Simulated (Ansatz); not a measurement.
Basis sets compared for `C#CCCCCc1ccc(-c2ccccc2)cc1`. The state is a singlet with charge 0. Geometry PBE-D4/def2-SVP. Ansatz on 2 threads of AMD EPYC 7R13 on a shared host and a share (18 GiB) of an NVIDIA H100 80GB HBM3; times are rough, and most runs start from earlier orbitals.

```xyz
36

C     6.022   -0.126   -0.287
C     5.236    0.780   -0.046
C     4.282    1.841    0.262
C     3.045    1.358    1.044
C     2.080    2.496    1.376
C     0.828    2.055    2.160
C    -0.083    1.135    1.379
C    -1.014    1.655    0.457
C    -1.833    0.812   -0.303
C    -1.753   -0.593   -0.175
C    -2.621   -1.489   -0.978
C    -3.951   -1.125   -1.294
C    -4.770   -1.973   -2.051
C    -4.279   -3.205   -2.512
C    -2.961   -3.581   -2.207
C    -2.143   -2.734   -1.449
C    -0.820   -1.113    0.749
C    -0.004   -0.266    1.509
H     6.720   -0.922   -0.506
H     3.954    2.325   -0.686
H     4.800    2.640    0.840
H     2.526    0.575    0.452
H     3.381    0.861    1.981
H     2.616    3.272    1.969
H     1.761    2.997    0.435
H     1.145    1.554    3.100
H     0.262    2.961    2.461
H    -1.095    2.747    0.330
H    -2.535    1.249   -1.029
H    -4.354   -0.174   -0.914
H    -5.805   -1.672   -2.277
H    -4.923   -3.871   -3.107
H    -2.563   -4.541   -2.571
H    -1.102   -3.025   -1.239
H    -0.752   -2.202    0.894
H     0.704   -0.702    2.232
```

Single mean-field runs in def2-TZVP are fitted with def2-universal-jkfit.

Binding counts from free atoms (C triplet, H doublet) in the same basis, without a counterpoise term.

```tsv
level	functions	energy (Eh)	HOMO (eV)	LUMO (eV)	binding per atom (eV)	wall time
PBE-D4/def2-SVP	342	-695.3242	-5.49	-1.74	5.16	4.9 s
PBE0-D4/def2-SVP	342	-695.4041	-6.40	-0.94	5.07	6.5 s
```

Question: Estimate the rows for PBE-D4/def2-TZVP, PBE0-D4/def2-TZVP.

Answer: 
```json
{"level": "PBE-D4/def2-TZVP", "functions": "666", "energy (Eh)": "-696.0552", "HOMO (eV)": "-5.55", "LUMO (eV)": "-1.84", "binding per atom (eV)": "5.09", "wall time": "4.2 s"}
{"level": "PBE0-D4/def2-TZVP", "functions": "666", "energy (Eh)": "-696.1248", "HOMO (eV)": "-6.41", "LUMO (eV)": "-1.03", "binding per atom (eV)": "5.00", "wall time": "5.5 s"}
```
